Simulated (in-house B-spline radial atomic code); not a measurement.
Binding energies in F²⁺

NIST's tabulated ground configuration is [He] 2s2 2p3; each binding energy is the energy of the ion with one electron taken from that subshell, relaxed, less that of the parent. Level of theory: Dirac-Hartree-Fock, average of configuration, Fermi nucleus of rms radius 2.8976 fm; calculated with a radial B-spline atomic code at the basis-set limit. Energies include first-order Breit, QED and recoil terms.

```json
{"subshell": "1s", "X-ray name": "K", "binding energy (eV)": "752", "-ε (eV)": "765.8", "relaxation (eV)": "13.5"}
{"subshell": "2s", "X-ray name": "L1", "binding energy (eV)": "78.4", "-ε (eV)": "79.88", "relaxation (eV)": "1.46"}
{"subshell": "2p", "X-ray name": "L2,3", "binding energy (eV)": "59.29", "-ε (eV)": "60.91", "relaxation (eV)": "1.61"}
```

Relaxation = -ε minus the binding energy without Breit, QED and recoil terms.

(1) What does it cost to remove two 2s electrons?

(2) What does it cost to remove two 1s electrons?

(3) What does it cost to remove both a 1s and a 2p electron?

## Answers

(1) 182.07 eV, which is 25.27 eV more than the two single binding energies together.

(2) 1629.2 eV, which is 125.3 eV more than the two single binding energies together.

(3) 845.48 eV, which is 34.21 eV more than the two single binding energies together.
